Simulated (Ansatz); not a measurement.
Basis-set extrapolation for `NCBO` (PBE0-D4/def2-TZVP geometry, frozen core, Ansatz 0.2.0). Multiplicity 1, RHF reference.

|  | def2-TZVPP | def2-QZVPP |
| --- | --- | --- |
| HF | -195.481487 | -195.491224 |
| MP2 correlation | -0.730814 | -0.783471 |
| CCSD(T) correlation | -0.789927 | -0.837500 |

Energies in hartree. Use E(X) = E(∞) + A·exp(−7.88·√X) for Hartree–Fock and E(X) = E(∞) + B·X^(−2.97) for correlation, with X = 3 and 4.

Question: What is the CCSD(T) energy at the basis-set limit?

Answer: HF limit: -195.491224 + (-0.009737) × 0.13774 = -195.49257. Correlation limit: -0.837500 + (-0.047573) × 0.74074 = -0.87274. Total: -196.36531 hartree, 246.5 kJ/mol below CCSD(T)/def2-TZVPP.
